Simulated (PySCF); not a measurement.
Ge(H)2(vinyl)(NH2) (C2H7GeN), SMILES C=[CH][GeH2][NH2]. Geometry optimised at PBE0-D3(BJ)/def2-SVP. One conformer was computed; it need not be the lowest.

Computed equilibrium geometry at PBE0-D3(BJ)/def2-SVP (PySCF confirms it by a frequency run) as a Z-matrix (one conformer of several):
```
Ge
N 1 1.8406
H 2 1.0168 1 113.98
H 2 1.0171 3 108.12 1 -128.10
H 1 1.5407 2 105.35 3 48.84
H 1 1.5409 5 111.57 2 -116.54
C 1 1.9468 5 110.34 6 -118.86
C 7 1.3366 1 122.62 5 125.88
H 8 1.0964 7 122.30 1 179.39
H 8 1.0967 9 115.97 7 -179.78
H 7 1.0981 8 118.60 9 0.25
```
Charge 0, spin multiplicity 1.
